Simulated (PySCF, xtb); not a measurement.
ClFH₂O₂Sn, SMILES [OH][Sn]([OH])([F])[Cl].

xtb with GFN2-xTB at its own geometry gives an orbital gap of 4.13 eV and a dipole moment of 1.55 D.

Coordinates come from a PBE0-D3(BJ)/def2-SVP optimisation. The structure was generated by enumeration; whether it is a known compound was not checked. The def2 effective core potentials stand for the cores of Sn; spin–orbit coupling is left out. The values are those of a single conformer.

### Question
What does ωB97X/def2-TZVP in PySCF give? (Estimate from the structure and the level; the computed values follow.)

### Answer
gap 11.62 eV (levels -12.21 and -0.59 eV), dipole 1.93 D.
